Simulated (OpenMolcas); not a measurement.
# Re4+ in a point-charge field

Re4+ among 3 point charges of -2 e arranged as a planar triangle (D3h), 1.81 Å from the ion.
```
   1.8100    0.0000    0.0000  -2.00
  -0.9050    1.5675    0.0000  -2.00
  -0.9050   -1.5675    0.0000  -2.00
```

```json
{
  "Program": "OpenMolcas 26.06",
  "Method": "CASSCF",
  "Basis": "ANO-RCC-VDZP [7s6p4d2f1g]",
  "Scalar Hamiltonian": "DKH2, point nucleus",
  "Active space": "3 electrons in 5 orbitals (5d)",
  "State averaging": "2S+1 = 4 even, 10 roots; 2S+1 = 2 even, 40 roots",
  "Spin-orbit coupling": "RASSI with atomic mean-field integrals over the reference wave functions"
}
```

The lowest spin-free states (labels of D3, the rotations of D3h), above the lowest:

| State | Degeneracy | E (cm-1) | Free-ion L (%) |
| --- | --- | --- | --- |
| 4A2 | 1 | 0.0 | P (67) |
| 4A1 | 1 | 12634 | F (100) |
| 4A2 | 1 | 12719 | F (100) |
| 2E | 2 | 13043 | H (55) |
| 2A2 | 1 | 13930 | H (75) |
| 2E | 2 | 14876 | F (39) |
| 4E | 2 | 16518 | F (76) |
| 2E | 2 | 19843 | D (34) |
| 4E | 2 | 20714 | F (100) |
| 2A1 | 1 | 21431 | G (72) |
| 2E | 2 | 23160 | H (48) |
| 2A1 | 1 | 26215 | G (81) |
| 2A2 | 1 | 26275 | G (81) |
| 2E | 2 | 28300 | G (56) |
| 2A1 | 1 | 32369 | H (83) |
| 2A2 | 1 | 32663 | H (83) |
| 2E | 2 | 34575 | G (78) |
| 2E | 2 | 34681 | D (42) |
| 2E | 2 | 36686 | D (45) |
| 4A2 | 1 | 37391 | F (67) |

The lowest levels with spin-orbit coupling:

```
E (cm-1)  Degeneracy  Label      2S+1                g
     0.0           2   E3/2  4 (85 %)   0.00 0.00 5.43
   900.7           2   E1/2         4   1.88 3.00 3.00
    5955           2   E3/2  4 (79 %)   0.00 0.00 0.90
   10925           2   E1/2  4 (79 %)   0.05 0.05 4.37
   11495           2   E1/2  2 (80 %)   0.54 3.03 3.03
   14028           2   E1/2  2 (53 %)   0.95 0.95 1.21
   14580           2   E3/2  2 (84 %)   0.00 0.00 3.25
   15482           2   E1/2  4 (84 %)   0.44 0.44 1.20
   16080           2   E1/2         4   0.04 0.04 7.88
   16373           2   E3/2  4 (79 %)   0.00 0.00 3.15
   16923           2   E3/2  2 (80 %)   0.00 0.00 2.60
   17601           2   E1/2  2 (59 %)   0.72 0.72 1.33
   17917           2   E1/2  2 (77 %)   0.01 0.01 5.52
   18785           2   E1/2  4 (85 %)   0.00 0.00 7.05
   20069           2   E3/2         4  0.00 0.00 11.76
   20224           2   E1/2  4 (51 %)   0.28 1.64 1.64
   22204           2   E3/2  4 (52 %)   0.00 0.00 2.62
   23797           2   E1/2  2 (66 %)   0.61 1.77 1.77
   24430           2   E1/2  4 (60 %)   0.01 0.01 5.84
   24456           2   E3/2  2 (77 %)   0.00 0.00 2.89
```

Powder χT (cm3 K/mol): 0.924 at 2 K, 0.929 at 10 K, 0.955 at 50 K, 0.986 at 100 K, 1.05 at 200 K, 1.1 at 300 K. The effective moment at 300 K is 2.828 √(χT) = 2.97 μB.

Without dynamic correlation the repulsion within the d shell is too large (B by tens of per cent), so at a given field states of lower spin stand too high. Point charges carry no covalency, so the field is a model and not that of real ligands. No measured value stands beside these numbers.
